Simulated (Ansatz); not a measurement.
Consider the ligand exchange at the Si–Te bond: `B[Te][SiH2]N` + NH₃ → `N[SiH2]N` + `B[TeH]`.

Isolated molecules relaxed with PBE0-D4/def2-TZVP in Ansatz; ΔE leaves out vibrations. CCSD(T)/CBS is the MP2 limit (def2-TZVPP, def2-QZVPP) plus CCSD(T) − MP2 in def2-TZVPP, frozen cores. This one scheme is used for every species. Functionals use def2-TZVPP. HSE06 is defined as in plane-wave codes. Elements past krypton have def2 core potentials. For Te outer-core shells are correlated without core-valence functions, which leaves a few kJ/mol of doubt a bond. One conformer a species, not always the lowest.

CCSD(T)/CBS gives 0.0 kcal/mol.

(1) Another level gave -2.5 kcal/mol. Which?
A. HF/def2-TZVPP
B. HSE06/def2-TZVPP
C. CCSD(T)/def2-TZVPP
D. B97M-V/def2-TZVPP

Largest T1 diagnostic among the species: 0.015.

Results:

(1) D. B97M-V -2.5, CCSD(T)/def2-TZVPP -1.0, HSE06 0.6, HF/def2-TZVPP -5.1 kcal/mol.

From PBE to PBE0 (25 % exact exchange), in def2-TZVPP and without D4, ΔE moves by −0.9 kcal/mol. The D4 term adds +1.9 kcal/mol with B3LYP and +1.1 kcal/mol with PBE0; it sums over pairs of atoms, weighted by their polarisabilities, and B3LYP, whose exchange is more repulsive, gets the larger term.

B3LYP here is the variant with VWN-RPA as its local correlation; programs differ in this.
